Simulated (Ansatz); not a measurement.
Relaxation of CH8AsNSi (12 atoms, charge 0, multiplicity 1), to a largest force component of 0.015 eV/Å in at most 40 steps.

Computed with RKS PBE-D4/def2-SVP in Ansatz 0.2.0.

```xyz
12
Properties=species:S:1:pos:R:3:forces:R:3
C -1.919 1.030 0.288 -1.91 2.20 -1.06
As -0.982 -0.470 -0.447 0.00 -0.16 -0.80
N 0.595 0.047 0.423 2.12 -1.11 1.58
Si 2.001 -1.006 -0.188 -2.84 0.18 1.02
H -2.936 1.163 -0.270 1.22 -0.21 0.79
H -2.153 0.937 1.358 0.00 -0.25 0.28
H -1.351 2.006 0.135 -0.31 -0.91 0.17
H -0.559 0.326 -1.756 -0.24 -0.44 0.38
H 0.510 -0.174 1.490 0.00 0.38 -1.90
H 3.189 -0.698 0.527 1.42 0.39 0.77
H 1.569 -2.424 0.086 0.36 -0.26 -0.16
H 2.112 -0.790 -1.612 0.18 0.19 -1.06
```

Task: Where does it end, and by what steps?

Result: It converged. After 20 steps the energy has fallen by 0.728 eV; H12 moved furthest, 1.62 Å.

| step | energy less start (eV) | largest force component (eV/Å) | accepted |
| --- | --- | --- | --- |
| 0 | 0.0000 | 2.840 | yes |
| 1 | -0.4288 | 1.311 | yes |
| 2 | -0.5218 | 0.395 | yes |
| 3 | -0.5566 | 0.284 | yes |
| 4 | -0.5897 | 0.144 | yes |
| 5 | -0.6076 | 0.336 | yes |
| 6 | -0.6187 | 0.462 | yes |
| 7 | -0.6377 | 0.355 | yes |
| 8 | -0.6585 | 0.186 | yes |
| 9 | -0.6784 | 0.298 | yes |
| 10 | -0.6862 | 0.255 | yes |
| 11 | -0.7024 | 0.224 | yes |
| 12 | -0.7136 | 0.136 | yes |
| 13 | -0.7140 | 0.237 | yes |
| 14 | -0.7179 | 0.167 | yes |
| 15 | -0.7235 | 0.102 | yes |
| 16 | -0.7263 | 0.067 | yes |
| 17 | -0.7261 | 0.083 | no |
| 18 | -0.7275 | 0.019 | yes |
| 19 | -0.7277 | 0.019 | yes |
| 20 | -0.7277 | 0.010 | yes |

```xyz
12
Properties=species:S:1:pos:R:3
C -1.575 1.246 -0.043
As -1.438 -0.701 0.315
N 0.346 -0.751 0.906
Si 1.752 -0.624 -0.127
H -2.489 1.440 -0.640
H -1.660 1.774 0.926
H -0.690 1.624 -0.590
H -1.157 -1.060 -1.169
H 0.439 -1.307 1.760
H 2.979 -0.529 0.742
H 1.944 -1.785 -1.079
H 1.626 0.618 -0.966
```

Whether the end is a true minimum wasn't checked by a vibrational analysis.

The run took 60 s on 2 threads of Arm Neoverse V1, with other jobs on the host, peak memory 0.16 GiB.
